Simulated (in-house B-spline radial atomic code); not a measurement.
Results of a calculation; reference values are marked as such.
From levels and matrix elements to observables: neutral rubidium

One electron outside the [Ar] 3d10 4s2 4p6 core, from an all-electron radial atomic-structure program (B-spline basis): Brueckner orbitals with a screened correlation potential on Dirac-Hartree-Fock, Breit and QED terms for the lowest states, dipole elements in length form with static core polarisation. The core's own polarisability, by RPA, is 9.076 bohr³.

| state | removal energy (cm⁻¹) | size of the reduced dipole element to 5s1/2 (a.u.) |
| --- | --- | --- |
| 5s1/2 | 33733 | - |
| 6s1/2 | 13556 | - |
| 5p1/2 | 21136 | 4.244 |
| 5p3/2 | 20895 | 5.99 |
| 6p1/2 | 9982 | 0.3107 |
| 6p3/2 | 9904 | 0.5099 |

Use R = 109737.3 cm⁻¹, 1 hartree = 219474.6 cm⁻¹, c = 137.036 and 1 a.u. of rate = 4.1341e16 s⁻¹.

**Question.** Find the quantum defects of the two s states and predict 7s1/2.

**Answer.** With n* = √(R/E): 5s1/2 has n* = 1.8036, δ = 3.1964; 6s1/2 has n* = 2.8452, δ = 3.1548. Ritz's form δ = δ0 + b/n*² gives b = 0.226, δ0 = 3.1269, so with n* ≈ 7 − 3.1548, δ = 3.1422 and E = R × 1²/(7 − 3.1422)² = 7373 cm⁻¹. The program finds 7375 cm⁻¹.

**Question.** What are the wavelength, oscillator strength and rate of 5s1/2–5p3/2?

**Answer.** ΔE = 12838 cm⁻¹ = 0.05849 hartree, λ = 778.94 nm in vacuum. f = (2/3) ΔE D²/(2j + 1 of the lower state) = (2/3) × 0.05849 × 5.99²/2 = 0.6996. A = (4/3) ΔE³ D²/(c³ (2j' + 1)) = 9.3018e-10 a.u. = 3.845e+07 s⁻¹, a partial lifetime of 26 ns.

**Question.** Estimate the static polarisability of 5s1/2.

**Answer.** Each p state adds (2/3) D²/(2 ΔE): 5p1/2 104.6, 5p3/2 204.5, 6p1/2 0.2973, 6p3/2 0.7982. With the core the sum is 319.2 bohr³. The program's sum over the whole spectrum, Pauli blocking of the core included, is 319.6; the recommended value is 319.8 (Schwerdtfeger and Nagle, table of static dipole polarizabilities (2023 update)).
